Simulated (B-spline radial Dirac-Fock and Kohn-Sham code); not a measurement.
**Magnetic form factor of the 3d shell of Cs³⁶⁺**

System: the Cs³⁶⁺ ion, configuration [Ar] 3d1.

Input file task.json (cfg lists n, l and occupation; rrms is the nuclear radius in fm):

```json
{"items": [{
  "Z": 55,
  "q": 36,
  "cfg": [[1, 0, 2], [2, 0, 2], [2, 1, 6], [3, 0, 2], [3, 1, 6], [3, 2, 1]],
  "A": 133,
  "rrms": 4.8041,
  "do": ["scatter"],
  "s": [0.0, 0.05, 0.1, 0.15, 0.2, 0.25, 0.3, 0.35, 0.4, 0.45, 0.5, 0.6, 0.7, 0.8, 0.9, 1.0, 1.1, 1.2, 1.4, 1.6, 1.8, 2.0, 2.5, 3.0, 3.5, 4.0, 5.0, 6.0],
  "pz": [0, 0.1, 0.14, 0.2, 0.28, 0.4, 0.56, 0.79, 1.1, 1.6, 2.2, 3.1, 4.4, 6.2, 8.8, 12.0, 17.0, 25.0, 35.0, 49.0, 69.0],
  "hv_scatter": [1000, 2000, 5000, 8047.8, 10000, 30000, 100000, 1000000]
}]}
```

Command: `python xray_run.py task.json out`

These are calculated numbers from a radial atomic solver; the model is Dirac-Fock densities. ⟨j_K⟩ is the integral of the 3d radial density with the spherical Bessel function j_K(4πsr), s = sin θ/λ.

```csv
s (Å⁻¹),⟨j0⟩,⟨j2⟩,⟨j4⟩
0,1.0000,0.0000,0.0000
0.05,0.9988,0.0005,0.0000
0.1,0.9951,0.0019,0.0000
0.15,0.9891,0.0043,0.0000
0.2,0.9807,0.0077,0.0000
0.25,0.9700,0.0119,0.0001
0.3,0.9571,0.0170,0.0001
0.35,0.9421,0.0229,0.0002
0.4,0.9251,0.0295,0.0004
0.45,0.9061,0.0368,0.0006
0.5,0.8854,0.0446,0.0009
0.6,0.8392,0.0619,0.0017
0.7,0.7877,0.0806,0.0031
0.8,0.7322,0.1001,0.0050
0.9,0.6738,0.1197,0.0076
1,0.6140,0.1387,0.0109
1.1,0.5538,0.1567,0.0150
1.2,0.4943,0.1731,0.0197
1.4,0.3812,0.1998,0.0313
1.6,0.2803,0.2170,0.0447
```

Radial moments of the shell: ⟨r²⟩ = 0.06605, ⟨r⁴⟩ = 0.007304, ⟨r⁶⟩ = 0.001218 in powers of bohr.
